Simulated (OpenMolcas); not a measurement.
**Be: input and output**

Input:

```
&GATEWAY
Coord
1

Be 0.0 0.0 0.0
Basis=ANO-R3
Group=XYZ
NoMove
AngMom=0.0 0.0 0.0
AMFI
&SEWARD
&RASSCF
FileOrb=start.orb
Symmetry=1
Spin=3
nActEl=2 0 0
Inactive=1 0
Ras2=1 3
CIRoot=3 3 1
SDav=3
CIMx=300
Iter=120 100
PrWF=0.3
OrbListing=Nothing
MaxOrb=0
Atom
>>> COPY $Project.JobIph JOB001
&RASSCF
FileOrb=start.orb
Symmetry=1
Spin=1
nActEl=2 0 0
Inactive=1 0
Ras2=1 3
CIRoot=1 1 1
SDav=7
CIMx=300
Iter=120 100
PrWF=0.3
OrbListing=Nothing
MaxOrb=0
Atom
>>> COPY $Project.JobIph JOB002
&RASSCF
FileOrb=start.orb
Symmetry=2
Spin=3
nActEl=2 0 0
Inactive=1 0
Ras2=1 3
CIRoot=3 3 1
SDav=3
CIMx=300
Iter=120 100
PrWF=0.3
OrbListing=Nothing
MaxOrb=0
Atom
>>> COPY $Project.JobIph JOB003
&RASSCF
FileOrb=start.orb
Symmetry=2
Spin=1
nActEl=2 0 0
Inactive=1 0
Ras2=1 3
CIRoot=3 3 1
SDav=3
CIMx=300
Iter=120 100
PrWF=0.3
OrbListing=Nothing
MaxOrb=0
Atom
>>> COPY $Project.JobIph JOB004
&RASSI
NrOfJobIphs=3 1 3 3
1
1 2 3
1 2 3
IphNames
JOB002
JOB003
JOB004
EJob
SpinOrbit
DIPRint=1.0
SOCoupling=1000.0
Subsets=2
MEES
Property=10
'ANGMOM' 1 'ANGMOM' 2 'ANGMOM' 3 'MLTPL  1' 1 'MLTPL  1' 2 'MLTPL  1' 3
'AMFI' 1 'AMFI' 2 'AMFI' 3 'MLTPL  2' 6
SOProperty=3
'ANGMOM' 1 'ANGMOM' 2 'ANGMOM' 3
```

Launched by
```bash
OMP_NUM_THREADS=1 MOLCAS_MEM=2252 MOLCAS_PROJECT=a pymolcas a.inp > a.log  # once for each step of the input, in one work folder
```

A driver script runs the steps one by one and writes start.orb anew before each from the orbitals found so far.

Output, cut to the results:

```
--- SEWARD ---
Basis set label: BE.ANO-R...5S4P2D1F.

      Electronic valence basis set:
      ------------------
      Associated Effective Charge   4.000000 au
      Associated Actual Charge      4.000000 au
      Nuclear Model: Finite nucleus - Gaussian distribution
        Gaussian exponent, Xi/bohr**(-2):  7.87888E+08

      Shell  nPrim  nBasis  Cartesian Spherical Contaminant
         s      11       5        X
         p       7       4        X
         d       3       2                 X
         f       2       1                 X
                  Relativistic X2C integrals
                  Atomic mean-field integrals
--- RASSCF ---
Wave function specifications:
      -----------------------------

      Number of closed shell electrons           2
      Number of electrons in active shells       2
      Max number of holes in RAS1 space          0
      Max nr of electrons in RAS3 space          0
      Number of inactive orbitals                1
      Number of active orbitals                  4
      Number of secondary orbitals              29
      Spin quantum number                      1.0
      State symmetry                             1
Orbital specifications:
      -----------------------

      Symmetry species                           1   2
                                                ag  au
      Frozen orbitals                            0   0
      Inactive orbitals                          1   0
      Active orbitals                            1   3
      RAS1 orbitals                              0   0
      RAS2 orbitals                              1   3
      RAS3 orbitals                              0   0
      Secondary orbitals                        13  16
      Deleted orbitals                           0   0
      Number of basis functions                 15  19
      Number of CSFs                             3
      Number of root(s) required                 3
      Iter CI   SX   CI       RASSCF       Energy    max ROT     max BLB   max BLB  Level Ln srch  Step   QN
          iter iter root      energy       change     param      element    value   shift minimum  type update
 Nr of preliminary CI iterations:   1
 ###############################################################################
 ###############################################################################
 ###                                                                         ###
 ###                                                                         ###
 ###    WARNING: Problems in orbital optimization.                           ###
 ###                                                                         ###
 ###                                                                         ###
 ###############################################################################
 ###############################################################################
  Warning: In symmetry  1, orbital p=   2 has diagonal density matrix element D(p,p) close to zero. D(p,p)=  0.000000E+00
        1   1    2    0   -14.33242845    0.00E+00  -2.40E-08    1   4 1  7.30E-07   0.50   0.00    SX    NO
        ...
 ###############################################################################
 ###############################################################################
  Warning: In symmetry  1, orbital p=   2 has diagonal density matrix element D(p,p) close to zero. D(p,p)=  0.000000E+00
        4   1    2    0   -14.33242845    1.78E-15   5.40E-09    1   4 1  8.30E-08   0.50   0.00    SX    NO
      Convergence after  4 iterations
        5   1    2    0   -14.33242845    8.88E-15   5.40E-09    1   4 1  5.25E-08   0.50   0.00    SX    NO
      Natural orbitals and occupation numbers for root  1
      sym 1:   0.000000
      sym 2:   1.000000  -0.000000   1.000000
      Natural orbitals and occupation numbers for root  2
      sym 1:   0.000000
      sym 2:   1.000000   1.000000   0.000000
      Natural orbitals and occupation numbers for root  3
      sym 1:   0.000000
      sym 2:   0.000000   1.000000   1.000000
::    RASSCF root number  1 Total energy:    -14.33242845
::    RASSCF root number  2 Total energy:    -14.33242845
::    RASSCF root number  3 Total energy:    -14.33242845
--- RASSCF ---
Wave function specifications:
      -----------------------------

      Number of closed shell electrons           2
      Number of electrons in active shells       2
...
--- RASSI ---
SPIN-FREE ENERGIES:
  (Shifted by EMIN (a.u.) =        -14.6187256872)

 SF State       Relative EMIN(au)   Rel lowest level(eV)    D:o, cm**(-1)      L_eff

     1             0.0000000000        0.0000000000              0.0000         0.0
     2             0.1073767352        2.9218698150          23566.4694         1.0
     3             0.1073767352        2.9218698150          23566.4694         1.0
     4             0.1073767352        2.9218698150          23566.4694         1.0
     5             0.2465310389        6.7084513200          54107.3089         1.0
     6             0.2465310389        6.7084513200          54107.3089         1.0
     7             0.2465310389        6.7084513200          54107.3089         1.0
     Dipole printing threshold changed to   1.00000000E+00

++ Dipole transition strengths (spin-free states):
   -----------------------------------------------
     for osc. strength at least  1.00000000E+00

  ( Max oscillator strength is only   0.51588047071398124      )
--
Eigenvalues of complex Hamiltonian:
   -----------------------------------
  (Shifted by EMIN (a.u.) =        -14.6187256872)

 SO State       Relative EMIN(au)   Rel lowest level(eV)    D:o, cm**(-1)     J-value

     1             0.0000000000        0.0000000000              0.0000         0.0
     2             0.1073673675        2.9216149086          23564.4134         0.0
     3             0.1073720512        2.9217423562          23565.4413         0.6
     4             0.1073720512        2.9217423562          23565.4413         0.6
     5             0.1073720512        2.9217423562          23565.4413         1.0
     6             0.1073814190        2.9219972682          23567.4974         1.8
     7             0.1073814190        2.9219972682          23567.4974         2.0
     8             0.1073814190        2.9219972682          23567.4974         1.8
...
```

The J values that RASSI prints are effective ones from its own formula and need not be integers or half-integers; the table below assigns J from the states.

Levels above the lowest, from the spin-orbit matrix, grouped by J:

```
Configuration  Term  J  E (eV)  Measured (eV)      g  Term weight %
          2s2    1S  0  0.0000         0.0000                   100
        2s 2p   3P*  0  2.9216         2.7250                   100
        2s 2p   3P*  1  2.9217         2.7250  1.501            100
        2s 2p   3P*  2  2.9220         2.7253  1.501            100
```

Against the 3 measured excited levels shown (NIST Handbook of Basic Atomic Spectroscopic Data) the mean absolute deviation is 1600 cm-1; the largest miss in energy is 2s 2p 3P* 1: computed 2.9217, measured 2.7250 eV (+7.2 %).

Without dynamic correlation excited terms often stand tens of per cent too high (terms of higher spin than the ground term too low), and those without a measured partner can miss by more than the paired ones. The ANO-R sets hold no well-fitted valence p shell for this element, so s → p excitations can come out far too high. Measured partners are found by configuration, term and J. A level has none where our copy of the source lacks it or the pairing is in doubt (some pairs that miss far off the trend of their configuration count as doubtful), and it then counts in no deviation. Levels of configurations outside the active space are missing. The first state left out of the spin-orbit step lies near 63000 cm-1 above the lowest spin-free state of the reference (among the parities and spins computed), and the list stops at four fifths of that energy or lower.

The term weight is that of the spin-free term in the level, not the purity of its configuration. * marks odd parity.
